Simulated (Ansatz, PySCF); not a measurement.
Here is a job for PySCF.
```python
from pyscf import gto, scf, dft

mol = gto.Mole()
mol.atom = '''
    C    -0.72438958   -0.87288884   -0.09129060
    N     0.55762667   -1.03705194   -0.15259445
    N     1.09045631    0.16973986   -0.01179850
    C     0.15167649    1.09037013    0.13747465
    N    -1.01674140    0.44847481    0.09012567
    H    -1.44403652   -1.66418423   -0.17208821
    H     2.10037297    0.28380633   -0.02835101
    H     0.29970022    2.14638776    0.27058309
    H    -1.93914925    0.86096327    0.17262278
'''
mol.basis = 'sto-3g'
mol.charge = 1
mol.verbose = 4
mol.build()

mf = dft.RKS(mol)
mf.xc = 'blyp'
mf.grids.atom_grid = (99, 590)
mf.grids.prune = None
mf.kernel()
```

### Question
Give the equivalent Ansatz (a quantum-chemistry and plane-wave program) input.

### Answer
One answer among several that fit: 
Ansatz 0.2 input:
```yaml
crystal:
  periodic: [false, false, false]
  atoms:
    - {symbol: C, position_ang: [-0.72438958, -0.87288884, -0.09129060]}
    - {symbol: N, position_ang: [0.55762667, -1.03705194, -0.15259445]}
    - {symbol: N, position_ang: [1.09045631, 0.16973986, -0.01179850]}
    - {symbol: C, position_ang: [0.15167649, 1.09037013, 0.13747465]}
    - {symbol: N, position_ang: [-1.01674140, 0.44847481, 0.09012567]}
    - {symbol: H, position_ang: [-1.44403652, -1.66418423, -0.17208821]}
    - {symbol: H, position_ang: [2.10037297, 0.28380633, -0.02835101]}
    - {symbol: H, position_ang: [0.29970022, 2.14638776, 0.27058309]}
    - {symbol: H, position_ang: [-1.93914925, 0.86096327, 0.17262278]}
basis:
  gaussian:
    orbitals: STO-3G
hamiltonian:
  xc: blyp
total_charge: 1
accuracy: high
```

Both were run: PySCF gave -239.394538 Eh and Ansatz -239.394538 Eh, 0.000 mEh apart.
